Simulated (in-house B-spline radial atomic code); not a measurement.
The numbers below are computed, except where a source is named.
## Two electrons in InAs: a Gaussian well −V exp(−r²/w²) with V = 30.8 meV and w = 41.1 nm

For InAs the NSM archive of the Ioffe Institute lists m* = 0.023 m0 and ε = 15.15. In so narrow a gap the band flattens within tens of meV, so real spacings are smaller, by up to some tenths.

Effective-mass model with parabolic bands, a uniform dielectric constant, no image charges, no central-cell or spin-orbit terms. Two-electron levels come from full CI in B-splines with partial waves to l = 5 (up to 0.001 effective hartree above the limit).

Question: What are the effective units, and what is the potential in them?

Answer: Ha* = 27211.386 meV × 0.023/15.15² = 2.727 meV and a* = 0.0529177 nm × 15.15/0.023 = 34.86 nm. V = 11.3 Ha* and w = 1.18 a*.

In these units the lowest s and p orbitals lie at -5.9585 and -2.9402, and their Coulomb and exchange integrals are J_ss = 1.4103, J_sp = 1.1049 and K_sp = 0.2064. Full CI gives -10.5846 for the ground singlet, -8.0213 for the sp triplet, -7.6700 for the sp singlet and -6.2814 for the lowest triplet of two s orbitals.

Question: What does it cost to add the second electron, to first order and exactly?

Answer: To first order E = 2ε_s + J_ss = -10.5068, so the charging energy E(2) − 2E(1) is J_ss = 3.846 meV. CI gives -10.5846 − 2 × (-5.9585) = 1.3325, or 3.633 meV: relaxation and correlation lower it by 0.2122 meV, 5.5 % of J_ss. The s² configuration of one-electron orbitals holds 98.9 % of the state, and the mean radius is 23.5 nm. The second electron is bound by ε_s − E = 12.61 meV, against 16.25 meV for the first.

Question: How far above the singlet do the triplets lie?

Answer: To first order the sp triplet lies at ε_s + ε_p + J_sp − K_sp = -8.0003, which is 6.835 meV above 2ε_s + J_ss. CI gives -8.0213 − (-10.5846) = 2.5633, or 6.99 meV, 85 % of the orbital spacing of 8.23 meV. The ss triplet lies 11.73 meV up, so the lower of the two is the sp one, and its gap equals k_BT at 81.1 K. The sp singlet-triplet splitting is 0.9581 meV, against 2K_sp = 1.126 meV.
